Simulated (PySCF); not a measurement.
# Computed records: CH₅AlBSi

All values are calculated (PySCF 2.14.0). Calculation on a computer-drawn molecule: the log of a Hartree-Fock and frozen-core CCSD(T) single point meant for a local Hartree-Fock minimum, with one planted fault or none, to be diagnosed. Offsets are logged minus clean, where the clean run is the same molecule without the fault. The reference is restricted for singlets and unrestricted otherwise, and also for a bond in bohr or an excited solution. Adding or removing an electron swaps singlet and doublet. The excited solution moves the top pair (singlet) or top alpha electron (doublet) to the lowest empty orbital. Highest occupied and lowest empty are orbital energies over both spins, largest force is the largest gradient component, triples share is (T) over the correlation energy, the T1 limit is 0.02 restricted and 0.045 unrestricted, electrons count all cores, a negative frequency is imaginary (commonest isotopes), and the dipole is about the centre of nuclear charge.

### CH₅AlBSi

Logged structure:
```xyz
9
CH5AlBSi
Al    -1.9806     0.0920    -0.5303
C     -1.2644    -0.4399     1.1825
B     -0.3489     0.4705     1.6691
Si     0.9136     1.9298     2.1224
H     -1.4897     1.4425    -1.1954
H     -3.0494    -0.8107    -1.2671
H     -1.5949    -1.3633     1.6454
H      0.5351     2.7352     3.3012
H      2.3343     1.5293     2.1729
```

```
meant charge                         : 0
meant multiplicity                   : 2
meant basis                          : cc-pV(D+d)Z
logged electrons                     : 44
logged basis functions               : 99
logged SCF converged                 : yes
logged spin squared                  : 0
logged highest occupied              : -1.5368 eV
logged lowest empty                  : 5.3706 eV
logged largest force                 : 0.041849 hartree/bohr
logged T1 diagnostic                 : 0.020207
logged D1 diagnostic                 : 0.069795
logged triples share                 : 0.039814
logged CC converged                  : yes
logged dipole magnitude              : 3.9724 debye
logged SCF stable within its kind    : yes
logged energy HF                     : -596.25358 hartree
logged energy CCSD(T)                : -596.71617 hartree
possible faults                      : no fault, one electron removed, one electron added, multiplicity raised by two, geometry at a saddle point, SCF held on an excited solution, minimal basis STO-3G, one bond length entered in bohr, all coordinates scaled
planted fault                        : one electron added
HF energy offset from clean run      : -10.99 kcal/mol
CCSD(T) energy offset from clean run : -33.94 kcal/mol
```

Drawn bonds:
```csv
atom,other atom,order
1,2,1
2,3,2
3,4,1
1,5,1
1,6,1
2,7,1
4,8,1
4,9,1
```

Notes: T1 above single-reference limit.
